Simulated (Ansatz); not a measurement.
CH₆BrNOSi (`OCN[SiH2]Br`), relaxed with RKS PBE-D4/def2-SVP in the Gaussian-basis code of Ansatz from a rough embedded geometry. The force threshold is 0.03 eV/Å; the program also tests the step.

The species carries charge 0 and has multiplicity 1.

Start:

```xyz
11

O     1.853    0.659    0.493
C     1.098    0.262   -0.664
N    -0.317    0.424   -0.383
Si   -1.150   -0.705    0.708
Br   -3.304   -0.156    0.459
H     1.389    1.492    0.723
H     1.365    0.868   -1.513
H     1.384   -0.809   -0.933
H    -0.767    0.337   -1.259
H    -0.871   -2.025    0.279
H    -0.681   -0.348    2.089
```

(1) How much energy does the relaxation release, and in how many steps? (Best estimate.)

(2) Which bonds change most? (Estimate.)

(3) Give the relaxed structure. (Best estimate.)

Results:

(1) The calculation gave: 0.53 eV, in 33 steps, 3 of them rejected.

(2) Ansatz gave: Si4–H10 from 1.416 to 1.497 Å; N3–Si4 from 1.777 to 1.734 Å; C2–H7 from 1.077 to 1.118 Å; N3–H9 from 0.989 to 1.022 Å.

(3) Ansatz gave: 
```xyz
11

O     2.128    0.086   -0.080
C     0.933    0.223   -0.818
N    -0.225    0.576   -0.016
Si   -1.235   -0.555    0.825
Br   -2.766   -1.564   -0.508
H     2.280    0.936    0.378
H     1.028    0.975   -1.639
H     0.780   -0.767   -1.301
H    -0.537    1.546   -0.093
H    -0.387   -1.657    1.380
H    -1.997    0.201    1.872
```
